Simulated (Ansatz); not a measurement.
C₄H₉O₂ (SMILES [CH2]OCC(C)O), doublet, geometry from GFN2-xTB. Base run: B3LYP/def2-SVP run with Ansatz (an electronic-structure program).

Input for Ansatz:
Ansatz 0.2 input:
```yaml
crystal:
  periodic: [false, false, false]
  atoms:
    - {symbol: C, position_ang: [2.44429592, -1.02503628, -0.30093565]}
    - {symbol: O, position_ang: [1.31720491, -0.30874313, -0.56583977]}
    - {symbol: C, position_ang: [0.46397681, -0.08288066, 0.52738845]}
    - {symbol: C, position_ang: [-0.78368637, 0.65746024, 0.03894765]}
    - {symbol: C, position_ang: [-1.61108653, -0.22008434, -0.89623149]}
    - {symbol: O, position_ang: [-1.50290815, 1.02973766, 1.19642637]}
    - {symbol: H, position_ang: [2.49044820, -1.62960395, 0.58697247]}
    - {symbol: H, position_ang: [3.00838206, -1.27513126, -1.17673703]}
    - {symbol: H, position_ang: [0.96317964, 0.52974000, 1.29056499]}
    - {symbol: H, position_ang: [0.16839632, -1.03268951, 0.99436903]}
    - {symbol: H, position_ang: [-0.45232858, 1.55679033, -0.50523325]}
    - {symbol: H, position_ang: [-1.98942224, -1.08474277, -0.35488689]}
    - {symbol: H, position_ang: [-2.45322875, 0.33792816, -1.30164553]}
    - {symbol: H, position_ang: [-0.98643999, -0.55931603, -1.71727797]}
    - {symbol: H, position_ang: [-2.34435957, 1.41231493, 0.92416785]}
basis:
  gaussian:
    orbitals: def2-SVP
hamiltonian:
  xc: b3lyp
magnetization: {spin_polarized: true, initial_magnetization: 1}
```

Variants of this job, named by their change:

| change | ΔE vs base (kcal/mol) |
|---|---|
| base | 0.000 |
| lower_state_search = light | 0.000 |
| final_grid = 14, 28, 59 | 0.001 |
| forces = on | -0.004 |
| final_grid = 6, 12, 29 | 0.002 |
| lower_state_search = off | 0.000 |
| point_charge = charge:1.0 position_ang:-1.4557, -1.2814, -6.3086 | -0.575 |
| lower_state_search = full | 0.000 |
| point_charge = charge:0.5 position_ang:3.8378, 5.0451, -0.1194 | -1.04 |
| nuclear_model = gaussian | 0.023 |
| fitting.mean_field = def2-universal-JKFIT | -0.042 |
